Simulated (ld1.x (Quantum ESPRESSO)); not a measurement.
Pseudopotential generation for lanthanum (La): TM, LDA (PZ), scalar-relativistic.

- Element: La
- Generator: ld1.x (Quantum ESPRESSO) 7.5
- Type: norm-conserving Troullier–Martins (Kleinman–Bylander form)
- Functional: LDA (PZ)
- Relativity: scalar-relativistic
- Frozen core: [Kr] 4d10 5s2
- Valence charge: 9
- Reference configuration: 4f0 5p6 5d1.5 6s1.5 6p0
- Partial waves: 6s (bound): rc 2.66 bohr; 5d (bound): rc 2.30 bohr; 4f (bound, empty): rc 1.65 bohr; 5p (bound): rc 2.05 bohr
- Local potential: the p channel
- Core correction: none

Poles of the logarithmic derivatives, all-electron (AE) and pseudo (PS). s: poles at -2.7, 3.5 (AE) and no energy (PS) Ry. p: poles at -1.3, 4.8 (AE) and -1.3, 4.3 (PS) Ry. d: poles at 0.9 (AE) and 0.9 (PS) Ry. f: poles at -0.2, 3.6 (AE) and -0.2, 4.1 (PS) Ry. Test radius 2.90 bohr.

- Cutoffs needed: 30 Ry and 50 Ry (the cutoffs (Ry, on a coarse ladder) from which the occupation-weighted sum of valence levels, in a spherical-Bessel basis at the reference potential, stays within 10 and 1 mRy of its value at 400 Ry) The cutoffs count occupied waves only; the empty 4f level needs 110 Ry at the loose tolerance.
- Ghost test: ghost state, extra bound levels that the all-electron valence spectrum of the same l lacks: s at -5.6 eV; a true bound ghost makes a file unfit for plane-wave use (spherical-Bessel basis up to 400 Ry, 20 bohr box)
- Configuration tests: 2 of 9 tests not solved or not reliable; not counted: 4f1 5p6 5d0 6s2 6p0 (solver errors, printed error -419 eV); 4f0 5p6 5d0 6s2 6p1 (solver errors, printed error -2.2 eV)
